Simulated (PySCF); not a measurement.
Finite-field polarisability of Sr (strontium, neutral)

[Kr] 5s2, closed-shell 1S. Computed with PySCF 2.14 in aug-cc-pVTZ-X2C, with the spin-free X2C one-electron Hamiltonian (Gaussian nucleus). Frozen: [Kr]. Energy changes in a uniform field (μhartree):

```
axis   F (au)        HF       MP2      CCSD   CCSD(T)
   x  0.00093  -100.525   -95.957  -102.400  -102.400
   x  0.00186  -402.603  -384.192  -409.832  -409.832
```

Derive α along x at CCSD(T) from the two fields.

With ΔE = −αF²/2 − γF⁴/24, α = −(16 ΔE(F) − ΔE(2F))/(6F²) = 236.7 bohr³.

And the mean polarisability at each level?

HF 232.4, MP2 221.8, CCSD 236.7, CCSD(T) 236.7 bohr³. Reference: 197.2 ± 0.2 bohr³ (recommended; Schwerdtfeger and Nagle, table of static dipole polarizabilities (2023 update)).

CCSD(T) lies more than 5 % above the reference; correlation of the frozen inner shells, absent here, would lower it.
